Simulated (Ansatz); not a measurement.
`C=C[SiH2][S][AlH2]` + `C=CF` → `F/C=[CH]/[AlH2]` + `C=C[SiH2]S`  (formal exchange of groups at the Al–S bond)

Isolated molecules relaxed with PBE0-D4/def2-TZVP in Ansatz; ΔE leaves out vibrations. CCSD(T)/CBS adds triple-zeta CCSD(T) − MP2 to the extrapolated MP2 energy (def2 sets, frozen cores). Functionals use def2-TZVPP. B3LYP here is the variant with VWN-RPA as its local correlation; programs differ in this. Each species was taken in one conformer, which may not be the lowest.

```
         level  ΔE (kJ/mol)  difference from CCSD(T)/CBS
       PBE0-D4        103.6                         -0.4
      B3LYP-D4        100.4                         -3.6
       ωB97X-V         99.6                         -4.4
        r2SCAN        100.4                         -3.6
         B3LYP         92.3                        -11.7
 HF/def2-TZVPP         96.6                         -7.4
MP2/def2-TZVPP        102.8                         -1.2
 HF/def2-QZVPP         95.9                         -8.1
MP2/def2-QZVPP        104.7                          0.7
 MP2/CBS(def2)        106.5                          2.5
   CCSD(T)/CBS        104.0                            0
```

Largest T1 diagnostic among the species: 0.012.

In def2-TZVPP, CCSD(T) changes the Hartree–Fock value by +3.7 kJ/mol (the triples alone add +0.9 kJ/mol) and MP2 by +6.2 kJ/mol. The D4 term adds +8.1 kJ/mol with B3LYP and +4.5 kJ/mol with PBE0; it sums over pairs of atoms, weighted by their polarisabilities, and B3LYP, whose exchange is more repulsive, gets the larger term.
